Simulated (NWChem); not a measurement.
# C3H5BO2; SMILES C(=O)B(C=C)O

```xyz
11

C     -0.0157    -2.5510     0.0013
C     -0.7019    -1.3975    -0.0009
B      0.0050    -0.0166    -0.0008
O      1.3442     0.1071    -0.0008
C     -0.7483     1.4194    -0.0002
O     -0.0557     2.4177     0.0010
H      1.0799    -2.5511     0.0030
H     -0.5063    -3.5306     0.0015
H     -1.7983    -1.4492    -0.0025
H      1.5515     1.0600    -0.0001
H     -1.8647     1.5298    -0.0009
```
Atoms are numbered in this order, from 1.

Results from NWChem. The geometry was optimised at PBE0/def2-SVP.

For level PBE/def2-TZVP:

```
Item                         Result
---------------------------  ------
highest occupied level (eV)   -5.86
orbital gap (eV)               2.31
dipole (D)                     1.84
```

Problem. What are these values for level B3LYP/def2-TZVP?

Solution. 
* **highest occupied level (eV)**: -7.21
* **orbital gap (eV)**: 4.43
* **dipole (D)**: 2.04
